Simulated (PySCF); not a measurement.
CH8GeN2: core ionisation energies

Compound: CH₈GeN₂.
Atom-mapped SMILES: `[CH3:1][NH:2][GeH2:3][NH2:4]`

Structure used (PBE0-D3(BJ)/def2-SVP), in Å, numbered top down from 1:
```xyz
12
CH8GeN2 angstrom
C     -1.5843    0.0533   -0.6318
N     -0.7958   -0.4134    0.4828
Ge     0.9913   -0.7359    0.3200
N      1.8433    0.6840   -0.4796
H     -2.6603   -0.1044   -0.4456
H     -1.3341   -0.5262   -1.5357
H     -1.4384    1.1207   -0.8909
H     -1.0867   -0.0318    1.3761
H      1.4630   -1.0628    1.7559
H      1.2229   -1.9123   -0.6466
H      2.7075    0.4528   -0.9624
H      2.0016    1.5009    0.1036
```

Level of theory: delta-SCF UKS SCAN, pcX-2 on the ionised atom, pcseg-1 elsewhere, spin-free X2C in PySCF. Vertical ΔSCF values, vacuum level as zero.

Problem. Give the core binding energies atom by atom.

Solution. 
```csv
atom(s),environment,level,binding energy (eV),above the level's lowest (eV),count
C1,N-methyl carbon,C 1s,291.29,0.00,1
N2,"nitrogen bonded to C, Ge and H",N 1s,404.05,0.00,1
N4,nitrogen bonded to Ge and 2 H,N 1s,404.19,+0.14,1
```

The 2 N 1s values lie within 0.14 eV of each other; Gaussian lines of 0.5 eV full width would blend them into one maximum.

Problem. Which effective nuclear charge Zeff reproduces each element's mean 1s value in the hydrogen-like formula E = 13.606 eV × Zeff²?

Solution. C (Z = 6): mean 291.3 eV, Zeff = 4.63, Z − Zeff = 1.37; N (Z = 7): mean 404.1 eV, Zeff = 5.45, Z − Zeff = 1.55. Means run over the listed sites, weighted by atom count.

No level of germanium is listed. The structure is a single PBE0-D3(BJ)/def2-SVP conformer in the gas phase; no vibrational or solvent corrections.

On Intel Xeon at 2.50 GHz, one thread, shared host with 64 logical CPUs at a one-minute load of 63, this took 42 s wall and 0.47 GiB of memory at its peak.
